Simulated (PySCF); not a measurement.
**Computed properties of C₃H₉ClOSi, SMILES C([SiH2]Cl)CCO**

C₃H₉ClOSi, SMILES OCCC[SiH2]Cl. Geometry: ωB97X-D3(BJ)/def2-SVP. This is a generated structure with no PubChem entry under its InChIKey; it may be hypothetical. Other conformers were not sampled. All values are computed for the isolated molecule unless a solvent is named; none is compared with measurement here.

**Structure.** All 39 harmonic modes at ωB97X-D3(BJ)/def2-SVP (PySCF) are real, so it is a minimum. With heavy atoms numbered as in [OH:1][CH2:2][CH2:3][CH2:4][SiH2:5][Cl:6], the shortest bond between them is O1–C2 at 1.411 Å and the longest Si5–Cl6 at 2.076 Å.

**Vibrations.** The strongest infrared lines (harmonic, unscaled, degenerate partners summed) lie at 882 cm⁻¹ (221 km/mol, H 86 %), 319 cm⁻¹ (143 km/mol, H 82 %, O 9 %), 2259 cm⁻¹ (110 km/mol, H 97 %). The softest mode is at 42 cm⁻¹ and the zero-point energy is 75.0 kcal/mol.

**Electronic structure.** CAM-B3LYP/def2-TZVP (PySCF) places the frontier levels at -9.59 and 1.17 eV, a gap of 10.76 eV, and gives a dipole moment of 3.25 D and a mean polarisability of 76.8 bohr³. PBE/def2-TZVP (PySCF) at the same geometry gives -6.49 and -0.67 eV, so its gap is 4.94 eV narrower. An orbital gap is neither the optical nor the fundamental gap.

**Excitations.** TDA-PBE0/def2-SVPD (PySCF) has S1 at 6.95 eV (178 nm, f = 0.006, weak); the most intense of the 6 singlets computed lies at 7.38 eV (f = 0.01). T1 (TDA) is at 6.67 eV, 0.28 eV under S1. TDA-PBE/def2-SVPD (PySCF) puts S1 at 5.81 eV. No vertical singlet excitation falls in the visible range (under 3.1 eV).

**NMR.** GIAO shifts at KT2/pcSseg-1 (PySCF) (non-relativistic, atoms alike by connectivity averaged): ¹³C from 17.0 to 69.2 ppm against TMS; ¹H from -0.7 to 5.6 ppm against TMS; ²⁹Si at 0.0 ppm against TMS. Without spin–orbit terms, shifts of atoms bonded to Cl or Br come out too high.

**Solvation.** SMD-ωB97X/def2-SVP (PySCF) gives -4.6 kcal/mol in water, -5.2 kcal/mol in benzene, -6.6 kcal/mol in acetonitrile (1 M in both phases, gas-phase geometry); of these solvents acetonitrile holds the molecule best.
